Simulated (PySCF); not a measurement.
Ru(CO)3 (C3O3Ru), SMILES [O+]#[C-]->[Ru](<-[C-]#[O+])<-[C-]#[O+], multiplicity 1.

Geometry optimised at PBE0-D3(BJ)/def2-SVP. The spin state was assumed, not searched. The def2 effective core potentials stand for the cores of Ru; spin–orbit coupling is left out.

The numbers are results of TDDFT-PBE/def2-SVPD run with PySCF, not measurements.

Vertical excitations. The molecule is in vacuum. State labels are in the subgroup Cs.

Computed excitation energies, oscillator strengths and character:
| state | symmetry | energy (eV) | λ (nm) | f | main pairs |
|---|---|---|---|---|---|
| S1 | A' | 1.48 | 836 | 0.004 | HOMO→LUMO 99 % |
| S2 | A" | 1.99 | 622 | 0.000 | HOMO−1→LUMO 100 % |
| S3 | A' | 2.47 | 503 | 0.004 | HOMO−2→LUMO 62 %, HOMO→LUMO+1 37 % |
| S4 | A' | 2.88 | 430 | 0.043 | HOMO→LUMO+1 60 %, HOMO−2→LUMO 37 % |
| S5 | A" | 3.17 | 391 | 0.019 | HOMO−1→LUMO+1 72 %, HOMO−3→LUMO 27 % |
| S6 | A' | 3.66 | 339 | 0.016 | HOMO−2→LUMO+1 96 % |
| S7 | A" | 3.84 | 323 | 0.062 | HOMO−3→LUMO 63 %, HOMO−1→LUMO+1 19 % |
| S8 | A" | 4.15 | 299 | 0.018 | HOMO→LUMO+2 88 % |
| S9 | A' | 4.33 | 286 | 0.004 | HOMO→LUMO+3 98 % |
| S10 | A" | 4.43 | 280 | 0.001 | HOMO−3→LUMO+1 93 % |
| T1 | A' | 1.15 | 1081 | 0 | HOMO→LUMO 99 % |
| T2 | A" | 1.66 | 747 | 0 | HOMO−1→LUMO 100 % |
| T3 | A' | 2.01 | 617 | 0 | HOMO→LUMO+1 93 % |
| T4 | A' | 2.17 | 572 | 0 | HOMO−2→LUMO 93 % |
Triplets are in the Tamm–Dancoff approximation, which puts them higher than full response would, so one can lie above its singlet here.
